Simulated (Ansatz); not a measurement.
The cluster SbF3⁺. Charge 1, multiplicity 2. Geometry B3LYP-D4/def2-TZVP; atoms count from 1.

```xyz
4

Sb   -0.159   -0.309    0.430
F     0.166    1.463    0.877
F     1.407   -0.907   -0.370
F    -1.414   -0.248   -0.937
```

In the def2 sets Sb takes a core potential; there is no spin–orbit coupling. The structure comes from a short search, and lower isomers may exist.

**Question.** Estimate the Mulliken populations from the PBE0/def2-TZVP orbitals of Ansatz.

**Answer.** 
```json
{"atom": "Sb1", "charge (e)": "1.76", "spin (α − β)": "0.52"}
{"atom": "F2", "charge (e)": "-0.25", "spin (α − β)": "0.16"}
{"atom": "F3", "charge (e)": "-0.25", "spin (α − β)": "0.16"}
{"atom": "F4", "charge (e)": "-0.25", "spin (α − β)": "0.16"}
```
Mulliken values depend strongly on the basis.

**Question.** Where does the spin sit?

**Answer.** Summed by element: Sb 0.52, F 0.48, of 1 unpaired in all. Largest on single atoms: Sb1 0.52, F3 0.16, F4 0.16.

**Question.** And the Mayer bond orders between heavy atoms (over 0.3)?

**Answer.** Sb1–F2 1.06 (1.86 Å); Sb1–F3 1.06 (1.86 Å); Sb1–F4 1.06 (1.86 Å).
